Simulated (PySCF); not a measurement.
# TlZn: from constants to spectrum

r²SCAN constants of TlZn, ²Π (doublet), unpaired electrons π ↑ (Tl def2-SVP with ECP60, Zn def2-SVP; scalar-relativistic core potentials (PySCF 2.14); masses 204.9744 and 63.9291 u):

```
ωe              : 115.6 cm⁻¹
ωexe            : 0.808 cm⁻¹
Be              : 0.044605 cm⁻¹
αe              : 0.000334 cm⁻¹
D (centrifugal) : 2.65e-08 cm⁻¹
De to Tl + Zn   : 0.469 eV
```

(1) Give the vibrational terms G(v) and spacings up to v = 6.

(2) How well does the Morse estimate ωe²/(4ωexe) reproduce De, and what is D0?

These are scalar-relativistic numbers at best; spin–orbit coupling would shift them, the dissociation energy most. The state was picked by a PBE0 search and need not be the measured ground state.

Answers

(1) G(v) = ωe(v+½) − ωexe(v+½)².

```csv
v,G(v) (cm⁻¹),G(v) − G(v−1),Bv (cm⁻¹)
0,57.6,,0.04444
1,171.6,114.0,0.04410
2,283.9,112.4,0.04377
3,394.7,110.8,0.04344
4,503.8,109.1,0.04310
5,611.4,107.5,0.04277
6,717.3,105.9,0.04243
```

(2) It gives 0.513 eV, 109 % of the computed De. D0 = De − G(0) = 0.469 − 0.007 = 0.462 eV.
